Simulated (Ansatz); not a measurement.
Al2Ru2, relaxed as a singlet with RKS r2SCAN-D4/def2-SVP in Ansatz, starting from the GFN2-xTB geometry. Force threshold 0.02 eV/Å.

In the def2 sets Ru takes a core potential; there is no spin–orbit coupling. The restricted singlet is unstable towards broken spin symmetry at other levels; at r2SCAN-D4/def2-SVP this wasn't settled. At r2SCAN-D4/def2-SVP a quintet of charge 0 lies 1.24 eV below the restricted singlet, each at its own geometry. The structure comes from a short search, and lower isomers may exist.

Start:

```xyz
4

Ru    0.928    1.964   -0.028
Ru    0.656   -0.414    0.202
Al   -1.220    0.963   -0.404
Al   -0.364   -2.514    0.230
```

```tsv
step	energy (eV)	largest force component (eV/Å)	SCF passes
1	-18350.5094	2.132	158
2	-18351.2507	1.481	152
3	-18351.7555	1.558	69
4	-18352.0965	0.747	68
5	-18352.1204	0.521	61
6	-18352.1370	0.139	60
7	-18352.1379	0.183	63
8	-18352.1407	0.007	63
```

Force components are those of the run's own axes.

End:

```xyz
4

Ru    0.7309    1.7811   -0.0521
Ru    1.1073   -0.3534    0.3003
Al   -1.1836    0.5333   -0.3403
Al   -0.6547   -1.9610    0.0922
```

Bonds formed: Al3–Al4 (atoms count from 1).

No frequencies were taken in this run, so the end may be a saddle point.

It took 43 s on 4 threads of Arm Neoverse V1 on a shared host.
